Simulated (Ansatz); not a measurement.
Cost and result for the atomization energy of `O[B-]1(O)OC=CC=[O+]1` (13 atoms, 13 bonds).

```xyz
13

O     0.414   -0.792   -1.817
B    -0.346   -0.818   -0.630
O    -1.327   -1.803   -0.438
O     0.591   -0.958    0.590
C     1.014    0.042    1.242
C     0.562    1.337    1.057
C    -0.478    1.519    0.161
O    -0.968    0.597   -0.554
H     0.656   -1.676   -2.096
H    -1.868   -1.914   -1.221
H     1.762   -0.183    2.004
H     0.944    2.155    1.648
H    -0.956    2.495    0.054
```

Charge 0, multiplicity 1. Geometry: relaxed with PBE0-D4/def2-TZVP. It is one conformer, not always the lowest. Program: Ansatz. All runs use 2 threads of an AMD EPYC 7R13 on a shared host and a share of an NVIDIA H100 80 GB. Times are those of one run each, without the atoms' runs, and a repeat can differ threefold. Electronic energies, without spin–orbit coupling; frozen cores. CCSD(T)/CBS adds CCSD(T) − MP2 in def2-TZVPP to the MP2 limit, and its time is that of the two runs behind it. T1 = 0.017. B3LYP takes the VWN-RPA correlation (the form of Gaussian; ORCA's B3LYP/G).

CCSD(T)/CBS is a level of theory with its own doubt, some kJ/mol a heavy atom from the limit and from the frozen cores, so smaller differences don't rank the functionals.

| level | functions | wall time |
| --- | --- | --- |
| PBE-D4/def2-TZVPP (with forces) | 318 | 3.4 s |
| B2PLYP/def2-TZVPP | 318 | 4.6 s |
| r2SCAN-D4/def2-TZVPP (with forces) | 318 | 5.5 s |
| PBE0-D4/def2-TZVPP | 318 | 6.5 s |
| ωB97X-V/def2-TZVPP | 318 | 7 s |
| ωB97M-V/def2-TZVPP (with forces) | 318 | 8 s |
| CCSD(T)/def2-TZVPP | 318 | 8 s |
| MP2/def2-QZVPP | 606 | 8.5 s |
| B3LYP-D4/def2-TZVPP (with forces) | 318 | 10 s |
| CCSD(T)/CBS(def2) | – | 17 s |

Task: What atomization energy does each give, and how far from CCSD(T)/CBS? (Estimate.)

Result: The calculation gave: 
| level | atomization (kJ/mol) | difference from CCSD(T)/CBS | per bond |
| --- | --- | --- | --- |
| PBE-D4/def2-TZVPP (with forces) | 6228.1 | 244.0 | 18.8 |
| B2PLYP/def2-TZVPP | 5946.0 | -38.1 | -2.9 |
| r2SCAN-D4/def2-TZVPP (with forces) | 6054.0 | 69.9 | 5.4 |
| PBE0-D4/def2-TZVPP | 6036.1 | 52.0 | 4.0 |
| ωB97X-V/def2-TZVPP | 5995.8 | 11.7 | 0.9 |
| ωB97M-V/def2-TZVPP (with forces) | 6023.6 | 39.5 | 3.0 |
| CCSD(T)/def2-TZVPP | 5823.3 | -160.8 | -12.4 |
| MP2/def2-QZVPP | 6134.9 | 150.8 | 11.6 |
| B3LYP-D4/def2-TZVPP (with forces) | 5991.1 | 7.0 | 0.5 |
| CCSD(T)/CBS(def2) | 5984.1 | 0.0 | 0.0 |

From PBE to PBE0 (25 % exact exchange), in def2-TZVPP and without D4, the atomization energy moves by −187.1 kJ/mol: exact exchange takes away binding that semilocal exchange gives to molecules. In def2-TZVPP, CCSD(T) changes the Hartree–Fock value by +1609.6 kJ/mol (the triples alone add +125.1 kJ/mol) and MP2 by +1826.6 kJ/mol; breaking electron pairs costs correlation energy, which Hartree–Fock lacks. The D4 term adds +49.0 kJ/mol with B3LYP and +25.8 kJ/mol with PBE0; it sums over pairs of atoms, weighted by their polarisabilities, and B3LYP, whose exchange is more repulsive, gets the larger term.
